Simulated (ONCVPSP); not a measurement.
Configuration tests for C (ONCV)

- Element: carbon
- Generator: ONCVPSP 4.0.1
- Type: optimised norm-conserving Vanderbilt (ONCV)
- Functional: PBE
- Relativity: scalar-relativistic
- Frozen core: [He]
- Valence charge: 4
- Reference configuration: 2s2 2p2
- Partial waves: 2s: rc 0.85 bohr, ncon 4, nbas 8, qcut 6.3 1/bohr, 2 projectors, debl 1.9 Ha; 2p: rc 1.50 bohr, ncon 4, nbas 7, qcut 5.3 1/bohr, 2 projectors, debl 1.7 Ha; d scattering state at 0.05 Ha: rc 1.50 bohr, ncon 5, nbas 9, qcut 6.4 1/bohr, 3 projectors, debl 1.8 Ha
- Local potential: polynomial inside 0.55 bohr (lpopt 5, dvloc0 0 Ha)
- Core correction: Teter function fitted to the true core (icmod 2), fcfact 0.3

Energies are relative to the spin-unpolarised reference configuration 2s2 2p2; without spin polarisation the order of configurations can differ from experiment.

```json
{"valence configuration": "2s1 2p0", "charge": "+3", "ΔE all-electron (eV)": "83.211", "error AE − PS (meV)": "+471"}
{"valence configuration": "2s1 2p3", "charge": "0", "ΔE all-electron (eV)": "8.478", "error AE − PS (meV)": "+4.4"}
```

(1) What are ΔE and the potential's error for 2s2 2p0?

(2) What are ΔE and the potential's error for 2s2 2p1?

Answers

(1) ΔE = 35.017 eV all-electron; the error (AE − PS) is +201 meV.

(2) ΔE = 10.861 eV all-electron; the error (AE − PS) is +20 meV.
